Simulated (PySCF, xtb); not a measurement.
W(NH)(S)(F)(NH2) (FH3N2SW), SMILES [NH]=[W]([NH2])([F])=[S], multiplicity 1. Other conformers were not sampled.

Harmonic wavenumbers (cm⁻¹) from GFN2-xTB (xtb 6.7.1) at its own minimum, in rising order: 139, 150, 170, 184, 194, 299, 401, 474, 488, 510, 539, 566, 630, 911, 1449, 3217, 3267, 3316.

Question: What does PBE-D3(BJ)/def2-SVP run with PySCF give at its own minimum? (Estimate from the structure and the level; the computed values follow.)

Answer: 171, 181, 189, 227, 247, 394, 483, 509, 541, 594, 658, 672, 711, 977, 1459, 3468, 3527, 3571. Paired by order, the mean absolute difference is 93 cm⁻¹ and the zero-point energies are 24.2 and 26.6 kcal/mol.
